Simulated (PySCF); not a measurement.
Which orbitals make which state

Species: Si(vinyl)2(OAc)2, C8H12O4Si.
SMILES: `C=C[Si](C=C)(OC(C)=O)OC(C)=O`

Computed, not measured: TDDFT CAM-B3LYP/def2-SVPD, vertical, gas phase, core orbitals frozen in the response in PySCF. Isolated species at its PBE0-D3(BJ)/def2-SVP geometry (one conformer only).

Orbital energies (eV): HOMO-3 -9.81, HOMO-2 -9.67, HOMO-1 -9.54, HOMO -9.35, LUMO 0.28, LUMO+1 0.58, LUMO+2 1.09.

Computed singlets:

```tsv
state	E (eV)	f
S1	5.80	0.0005
S2	5.85	0.0003
S3	6.56	0.0081
S4	6.76	0.022
S5	6.96	0.180
S6	7.16	0.328
S7	7.28	0.156
S8	7.37	0.086
S9	7.46	0.038
S10	7.59	0.041
```

Question: Assign a leading configuration to S5, S6, S7, S8 and S9 and set E beside the orbital difference Δε.

Answer: 

```tsv
state	leading configuration	weight	Δε (eV)	E (eV)	E − Δε (eV)	f	other configurations
S5	HOMO→LUMO	0.86	9.63	6.96	-2.67	0.180	–
S6	HOMO-1→LUMO	0.76	9.82	7.16	-2.66	0.328	–
S7	HOMO→LUMO+1	0.70	9.93	7.28	-2.65	0.156	–
S8	HOMO-3→LUMO	0.74	10.08	7.37	-2.72	0.086	–
S9	HOMO-1→LUMO+1	0.65	10.13	7.46	-2.66	0.038	–
```

E − Δε runs from -2.72 to -2.65 eV. Among themselves, these states come in the order of their orbital differences.

H and L stand for HOMO and LUMO. The other states: S1 5.80 eV, f 0.0005, H-2→L+3 (33%), H-2→L+4 (19%), H-2→L (10%); S2 5.85 eV, f 0.0003, H-3→L+4 (24%), H→L+4 (16%), H-3→L+3 (16%); S3 6.56 eV, f 0.0081, H-4→L (61%), H-2→L (12%); S4 6.76 eV, f 0.022, H-4→L+1 (53%), H-2→L+1 (8%); S10 7.59 eV, f 0.041, H-2→L+1 (30%), H-2→L (29%).

Triplets, Tamm–Dancoff:

```csv
state,E (eV),λ (nm),"main configurations (H = HOMO, L = LUMO)"
T1,4.18,296.6,"H→L+1 (34%), H→L (26%), H-3→L+1 (12%)"
T2,4.20,295.3,"H-1→L (42%), H-1→L+1 (23%), H-3→L (9%)"
T3,5.29,234.2,"H-2→L+3 (34%), H-2→L+4 (20%), H-2→L (8%)"
T4,5.35,231.6,"H-3→L+4 (24%), H→L+4 (17%), H-3→L+3 (16%)"
```

Summed over the main configurations (up to three a state, each over 8%) of all 10 singlets, the electron leaves HOMO with weight 1.73, HOMO-2 with weight 1.42, HOMO-1 with weight 1.41 and HOMO-4 with weight 1.14.

The run took 3.4 min wall, 7.4 min CPU (grids of density and orbitals included) on 2 threads, Intel Xeon Platinum 8259CL at 2.50 GHz (x86_64), no GPU, shared host, and the process peaked at 2.7 GiB of memory.
